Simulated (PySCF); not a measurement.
Si(F)2(I)(OH) (F2HIOSi), SMILES O[Si](F)(F)I.

Geometry: B3LYP-D3(BJ)/def2-SVP. The def2 effective core potentials stand for the cores of I; spin–orbit coupling is left out. One conformer was computed; it need not be the lowest.

The numbers are results of TDA-PBE/def2-SVPD (PySCF 2.14.0), not measurements.

Vertical excitations.  State labels are in the subgroup Cs.

```
state  symmetry  energy (eV)  λ (nm)      f                                                                 main pairs
-----  --------  -----------  ------  -----  -------------------------------------------------------------------------
S1           A"         5.44     228  0.010                                                             HOMO→LUMO 99 %
S2           A'         5.45     228  0.014                                                           HOMO−1→LUMO 99 %
S3           A"         6.61     188  0.000                                                           HOMO→LUMO+1 98 %
S4           A'         6.64     187  0.008                                                         HOMO−1→LUMO+1 96 %
S5           A"         7.08     175  0.006                                                           HOMO−2→LUMO 99 %
S6           A"         7.20     172  0.020                                                           HOMO→LUMO+2 95 %
S7           A'         7.28     170  0.024                                       HOMO−1→LUMO+2 74 %, HOMO→LUMO+3 23 %
S8           A"         7.29     170  0.001                                                         HOMO−1→LUMO+3 97 %
S9           A'         7.45     166  0.020  HOMO→LUMO+3 49 %, HOMO−3→LUMO 28 %, HOMO−1→LUMO+2 14 %, HOMO−1→LUMO+4 8 %
S10          A'         7.60     163  0.063                                       HOMO−1→LUMO+4 84 %, HOMO−3→LUMO 13 %
T1           A"         5.00     248      0                                                             HOMO→LUMO 99 %
T2           A'         5.00     248      0                                                           HOMO−1→LUMO 99 %
T3           A'         6.42     193      0                                                         HOMO−1→LUMO+1 94 %
T4           A"         6.46     192      0                                                           HOMO→LUMO+1 98 %
```
Triplets are in the Tamm–Dancoff approximation.
